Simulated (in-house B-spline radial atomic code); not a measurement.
A fraction x of an electron is removed from 2p in C II (C+), starting from [He] 2s2 2p1 and keeping the highest spin. Computed with a B-spline radial code for spherical atoms: non-relativistic r2SCAN0, spin-polarised, spherical fractional occupations, point nucleus.

Caution: exact exchange at fractional occupations of open shells leaves self-interaction of up to several eV.

```
   x  E(x) - E(0) (eV)  2p up level (eV)
   0            0.0000           -17.268
0.12            2.1545           -18.644
0.25            4.6767           -20.163
0.34            6.5393           -21.230
 0.4            7.8346           -21.948
 0.5           10.0896           -23.156
0.56           11.5009           -23.887
0.74           15.9999           -26.110
0.76           16.5246           -26.360
0.91           20.6203           -28.258
   1           23.2160                 -
```

The exact functional would give a straight line between the two integer points. Deviations E(x) - E(0) - x[E(1) - E(0)], in eV: -0.631 at x = 0.12, -1.127 at x = 0.25, -1.354 at x = 0.34, -1.452 at x = 0.4, -1.518 at x = 0.5, -1.5 at x = 0.56, -1.18 at x = 0.74, -1.12 at x = 0.76, -0.506 at x = 0.91.

The curve lies below the straight line by up to 1.518 eV (at x = 0.5): convex, the delocalisation error, to which spherically averaged exact exchange adds.

Task: How well does Slater's transition state (minus the level at half occupation) give the ionisation energy?

Result: It gives 23.156 eV against 23.216 eV from the two total energies; NIST lists 24.38 eV, ground level to ground level. The end point has an open shell averaged over its orbitals, so its exact exchange keeps a self-interaction and this is no true integer point.
